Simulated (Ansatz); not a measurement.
`[F][Ti]([F])([F])[Cl]` + `[GeH3][Br]` → `[F][Ti]([F])([Cl])[Br]` + `[F][GeH3]` at 700 K and 1 bar (redistribution).

Isolated molecules relaxed with PBE0-D4/def2-TZVP in Ansatz; ΔE leaves out vibrations. CCSD(T)/CBS is the MP2 limit (def2-TZVPP, def2-QZVPP) plus CCSD(T) − MP2 in def2-TZVPP, frozen cores. For Br, Ge, Ti outer-core shells are correlated without core-valence functions, which leaves a few kJ/mol of doubt a bond. Scalar relativity is left out up to krypton.

| species | CCSD(T)/CBS energy (Eh) | H − E (kJ/mol) | S (J/(mol·K)) |
| --- | --- | --- | --- |
| `[F][Ti]([F])([F])[Cl]` | -1608.34854 | 80.2 | 410.7 |
| `[GeH3][Br]` | -4651.26096 | 104.1 | 334.4 |
| `[F][Ti]([F])([Cl])[Br]` | -4081.86855 | 79.1 | 445.7 |
| `[F][GeH3]` | -2177.72589 | 105.3 | 308.2 |

H − E and S are ideal-gas, rigid-rotor, harmonic terms from PBE0-D4/def2-TZVP. 1 Eh = 2625.50 kJ/mol, R = 8.31446 J/(mol·K).

By hand: ΔE, ΔH, ΔS and ΔG.

ΔE = (-4081.86855) + (-2177.72589) − (-1608.34854) − (-4651.26096) = 0.01506 Eh = 39.5 kJ/mol. Δ(H − E) = 79.1 + 105.3 − 80.2 − 104.1 = 0.1, so ΔH = 39.6 kJ/mol. ΔS = 445.7 + 308.2 − 410.7 − 334.4 = 8.8 J/(mol·K). ΔG = 39.6 − 700 × (8.8)/1000 = 33.4 kJ/mol.

By hand: the equilibrium constant, and the temperature at which ΔG would vanish if ΔH and ΔS stayed fixed.

log₁₀ K = −ΔG/(RT ln 10) = -2.5. ΔG = 0 at ΔH/ΔS = 4500 K, far beyond where these terms or the molecules hold.

The number of gas molecules stays the same, so ΔS is small and ΔH decides. A doubt of 5 kJ/mol in ΔE shifts log₁₀ K by 0.4 here. These are equilibria of isolated gas molecules and say nothing of rates. Largest T1 diagnostic: 0.024 (customary marks: 0.02 for closed shells, 0.045 for open ones).
